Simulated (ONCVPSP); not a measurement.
## Before and after: ONCV potential for niobium (Nb)

```json
{
 "Element": "niobium",
 "Generator": "ONCVPSP 4.0.1",
 "Type": "optimised norm-conserving Vanderbilt (ONCV)",
 "Functional": "PBE",
 "Relativity": "scalar-relativistic",
 "Frozen core": "[Ar] 3d10",
 "Valence charge": "13",
 "Reference configuration": "4s2 4p6 4d4 5s1",
 "Partial waves": "4s+5s: rc 1.80 bohr, ncon 4, nbas 7, qcut 5 1/bohr, 2 projectors; 4p: rc 1.50 bohr, ncon 4, nbas 8, qcut 8.4 1/bohr, 2 projectors, debl 3.1 Ha; 4d: rc 2.15 bohr, ncon 4, nbas 9, qcut 8.5 1/bohr, 2 projectors, debl 3.6 Ha",
 "Local potential": "polynomial inside 1.30 bohr (lpopt 5, dvloc0 6 Ha)",
 "Core correction": "none"
}
```

Change: p: nproj 1.

Cutoffs: the cutoffs (Ha) at which the residual kinetic energy of the hardest occupied pseudo-wave falls to 1 and 0.1 mHa per electron; they do not see the model core or the augmentation charge, which bear on the density cutoff. Errors are all-electron minus pseudo energies relative to the spin-unpolarised reference configuration.

Predict the effect on cutoff, ghosts and configuration errors.

The potential gets neither clearly harder nor softer (25 Ha and 35 Ha → 25 Ha and 35 Ha); of the 3 tests that both files solve, the error grows in 0 and shrinks in 1 by more than 15 % and 0.3 meV (median size 2.1 → 2.1 meV); the range in which the p phases agree narrows (upper end at the end of the scan → 2.1); neither file shows a bound ghost.

| quantity | base | changed |
| --- | --- | --- |
| cutoff, loose | 25 Ha | 25 Ha |
| cutoff, tight | 35 Ha | 35 Ha |
| bound ghosts | none | none |
| GHOST(+) flags under 300 eV | none | none |
| tests with a reliable result | 3 of 4 | 3 of 4 |
| error for 4s2 4p6 4d4 5s0, meV [ΔE 6.64 eV] | -2.1 | -2.1 |
| error for 4s2 4p6 4d3 5s0, meV [ΔE 20.68 eV] | -0.9 | -0.7 |
| error for 4s2 4p5 4d4 5s1, meV [ΔE 39.75 eV] | -19 | -16 |
| s: phases at 1.83 bohr within 0.05 rad from the reference energy up to (Ha; the scan ends near 5) | to the end of the scan | to the end of the scan |
| p: phases at 1.53 bohr within 0.05 rad from the reference energy up to (Ha; the scan ends near 5) | to the end of the scan | 2.1 |
| d: phases at 2.18 bohr within 0.05 rad from the reference energy up to (Ha; the scan ends near 5) | to the end of the scan | to the end of the scan |
